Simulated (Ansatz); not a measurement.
The cluster Al₂As₂. The state is a triplet with charge 0. Geometry B3LYP-D4/def2-SVP; atoms count from 1.

```xyz
4

Al   -0.360    0.815   -0.964
Al    0.360   -0.815    0.964
As   -0.449   -1.580   -1.168
As    0.449    1.580    1.168
```

The structure comes from a short search, and lower isomers may exist.

Q: Estimate the Mulliken populations from the PBE0/def2-TZVP orbitals of Ansatz.

A: 
| atom | charge (e) | spin (α − β) |
| --- | --- | --- |
| Al1 | 0.21 | 0.42 |
| Al2 | 0.21 | 0.42 |
| As3 | -0.21 | 0.58 |
| As4 | -0.21 | 0.58 |
Mulliken values and Mayer orders depend strongly on the basis.

Q: Where does the spin sit?

A: Summed by element: Al 0.85, As 1.15, of 2 unpaired in all. Largest on single atoms: As3 0.58, As4 0.58, Al1 0.42.

Q: And the Mayer bond orders between bonded heavy atoms (over 0.3)?

A: Al1–Al2 0.55 (2.63 Å); Al1–As3 1.18 (2.41 Å); Al1–As4 1.18 (2.41 Å); Al2–As3 1.18 (2.41 Å); Al2–As4 1.18 (2.41 Å). Values over 0.3 also appear between atoms too far apart for a bond (As3–As4 0.37 at 4.03 Å); they arise where an orbital or an unpaired electron spreads over both atoms.
